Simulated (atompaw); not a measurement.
## carbon: PAW (atompaw) pseudisation with LDA (PW92), scalar-relativistic reference atom.

C, PAW, made with atompaw 4.2.0.5 (LDA (PW92), scalar-relativistic). Core [He], reference 2s2 2p2. Waves: 2s (bound); 2s channel at 1.4 Ry; 2p (bound); 2p channel at 0.35 Ry. Local part: troulliermartins scheme with l = 2 at 1 Ry, radius 1.95 bohr. Core correction: smooth core density matched at 1.25 bohr. Augmentation charge: sinc compensation charge, radius 1.70 bohr; PAW radius 2.30 bohr; waves and projectors: bloechl.

All-electron outer shells of the reference configuration (LDA (PW92), scalar-relativistic, ld1.x):

| shell | level (eV) | outermost node (bohr) | outermost maximum (bohr) |
| --- | --- | --- | --- |
| 1s | -270.81 | – | 0.18 |
| 2s | -13.64 | 0.38 | 1.22 |
| 2p | -5.42 | – | 1.19 |

Calculated quality:

* Cutoffs needed: 21 Ry and 35 Ry (the cutoffs (Ry, on a coarse ladder) from which the occupation-weighted sum of valence levels, in a spherical-Bessel basis at the reference potential, stays within 10 and 1 mRy of its value at 400 Ry)
* Ghost test: no extra level below or beside the all-electron valence levels (s, p, d, f tested) (spherical-Bessel basis up to 400 Ry, 20 bohr box)
* Lowest eigenvalue of the overlap operator: 0.64 (s channel)
* Overlap eigenvalues printed by atompaw (projector basis): 0.0138, 0.315, 0.975, 4.1
* Share of each valence orbital outside the PAW sphere: 2s 15 %, 2p 25 %

Generation and tests took about 1.3 s on one core of a shared server CPU.
